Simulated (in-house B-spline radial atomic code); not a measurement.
**Ionising Mo IX (Mo8+) with different functionals**

Computed with a radial B-spline atomic code at the basis-set limit: scalar-relativistic (spin-free X2C) Hamiltonian, Fermi nucleus of rms radius 4.4091 fm, spin-polarised at highest spin, spherical fractional occupations for the functionals, the average over the highest-spin determinants for Hartree-Fock. The ionisation energy is the difference of two self-consistent energies, [Ar] 3d10 4s2 4p4 → [Ar] 3d10 4s2 4p3, without Breit or QED terms; ε is the level of the shell that loses the electron (its least bound occupied spin orbital). There is no spin-orbit coupling in this Hamiltonian.

Hybrids are left out here: with spherical fractional occupations of an open shell their exact exchange keeps a self-interaction that integer-occupation calculations don't have.

```csv
method,rung,ΔSCF (eV),-ε(4p) (eV)
Hartree-Fock,Hartree-Fock,161.54,162.07
LDA VWN5,LDA,163.86,154.42
LDA PW92,LDA,163.86,154.42
LDA exchange-only,LDA,161.46,152.19
PBE,GGA,163.19,153.90
PBEsol,GGA,163.21,153.94
BLYP,GGA,163.27,153.83
RPBE,GGA,162.95,153.76
PW91,GGA,163.39,154.08
BP86,GGA,163.50,154.15
AM05,GGA,163.24,153.98
OLYP,GGA,162.85,153.85
TPSS,meta-GGA,163.06,153.94
SCAN,meta-GGA,162.92,154.00
r2SCAN,meta-GGA,162.81,153.95
revTPSS,meta-GGA,162.94,153.88
```

(1) How do they compare with the NIST value?

Results:

(1) NIST lists 164.12 eV ± 0.09 (measured, ground level to ground level). Errors run from -2.66 to -0.26 eV; LDA VWN5 is closest (-0.26 eV), though others lie within the uncertainty of it, and part of that can be cancellation, since the calculations leave out spin-orbit coupling, Breit-QED terms, multiplet and fine-structure energies. Hartree-Fock also lacks correlation.
